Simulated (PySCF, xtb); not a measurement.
C3H5BO, SMILES OB1C=CC1. One conformer was computed; it need not be the lowest.

Harmonic wavenumbers (cm⁻¹) from GFN2-xTB run with xtb at its own minimum, in rising order: 77, 330, 431, 606, 615, 769, 832, 861, 888, 902, 1008, 1062, 1076, 1080, 1190, 1258, 1424, 1473, 1610, 2956, 2981, 3056, 3093, 3590.

Task: What does PBE-D3(BJ)/def2-SVP (PySCF) give at its own minimum? (The exact figures need the calculation; the answer reports its results.)

Result: 73, 357, 446, 581, 587, 732, 770, 880, 889, 945, 964, 1016, 1062, 1104, 1116, 1270, 1370, 1455, 1544, 2965, 3012, 3037, 3143, 3728. Paired by order, the mean absolute difference is 36 cm⁻¹ and the zero-point energies are 47.4 and 47.2 kcal/mol.
